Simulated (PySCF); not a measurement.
Vertical excitations of a molecule FH5OSi2 from TDDFT-CAM-B3LYP/def2-SVPD (PySCF), as energy in eV (oscillator strength): 7.63 (0.001), 7.83 (0.002), 8.18 (0.012), 8.55 (0.020), 8.81 (0.086), 8.89 (0.068), 9.02 (0.022), 9.23 (0.007), 9.30 (0.073), 9.51 (0.032). Lowest triplet (TDA): 7.23 eV. Geometry optimised at B3LYP-D3(BJ)/def2-SVP. The values are those of a single conformer.

Question: Which molecule gave these data?
A. F[SiH2]O[SiH3]
B. O[Si@H](F)[SiH3]
C. O[SiH2][SiH2]F

Answer: A, F[SiH2]O[SiH3]
